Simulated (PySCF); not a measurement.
PySCF 2.14 output of an unrestricted PBE0 calculation on a single atom or ion in cc-pVDZ, with no relativity, point nucleus:

```
SCF conv_tol = 1e-09
number electrons alpha = 5  beta = 3
    C. Adamo and V. Barone.,  J. Chem. Phys. 110, 6158 (1999)
    M. Ernzerhof and G. E. Scuseria.,  J. Chem. Phys. 110, 5029 (1999)
cycle= 1 E= -74.9930029732546  delta_E= -0.00202  |g|= 0.00842  |ddm|= 0.0756
cycle= 2 E= -74.993039136748  delta_E= -3.62e-05  |g|= 0.00205  |ddm|= 0.0167
cycle= 3 E= -74.9930414327246  delta_E= -2.3e-06  |g|= 0.00111  |ddm|= 0.00627
cycle= 4 E= -74.9930419810599  delta_E= -5.48e-07  |g|= 0.000116  |ddm|= 0.00226
cycle= 5 E= -74.993041991386  delta_E= -1.03e-08  |g|= 1.26e-06  |ddm|= 0.000405
cycle= 6 E= -74.9930419913872  delta_E= -1.18e-12  |g|= 1.04e-07  |ddm|= 4.15e-06
converged SCF energy = -74.9930419913872  <S^2> = 2.0019444  2S+1 = 3.001296
```

The run itself started from symmetry-adapted Hartree-Fock orbitals and held the occupation by maximum overlap, on a logarithmic radial grid, so the iterations belong to that start.

Question: Which element, charge and spin multiplicity is this?

Answer: O (oxygen, neutral), multiplicity 3; the state was [He] 2s2 2p4, high-spin 3P determinant.
